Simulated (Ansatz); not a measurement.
The cluster Sn3Br8 (the lowest singlet isomer of a short search) was relaxed with PBE-D4 (def2-SVP) in Ansatz in these states: charge -1 doublet, neutral singlet. The geometries follow in no particular order.

In the def2 sets Sn takes a core potential; there is no spin–orbit coupling.

A:

Cartesian coordinates in Å:
```
Sn -0.666 -1.938 1.486
Sn 2.002 0.888 -0.023
Sn -2.277 0.619 -1.599
Br -0.855 -4.457 1.053
Br 2.789 -0.713 1.784
Br 2.924 0.983 -2.356
Br 3.062 2.983 0.921
Br 0.568 -1.394 -1.004
Br -3.154 -1.243 0.257
Br -3.968 2.422 -0.883
Br -0.424 1.850 0.364
```

B:

```xyz
11

Sn   -0.997    0.814    1.762
Sn    1.787   -1.434   -0.005
Sn   -1.431    1.020   -2.319
Br   -2.864    0.129    3.480
Br    1.670   -0.844    2.596
Br    1.767   -4.055   -0.189
Br    4.315   -0.907   -0.488
Br   -1.264   -1.446    0.162
Br   -2.773    2.144   -0.176
Br   -1.278    3.259   -3.688
Br    1.067    1.320   -1.135
```

Question: Judge from the bond lengths which geometry belongs to which state (an estimate).

Answer: A is the neutral singlet (Sn2–Br11 2.639 Å, Sn2–Br8 2.868 Å, Sn3–Br11 2.966 Å); B is the charge -1 doublet (Sn2–Br11 3.062 Å, Sn2–Br8 3.055 Å, Sn3–Br11 2.781 Å).

These are the stationary points nearest to one start from a short search; other shapes may lie lower in each state.
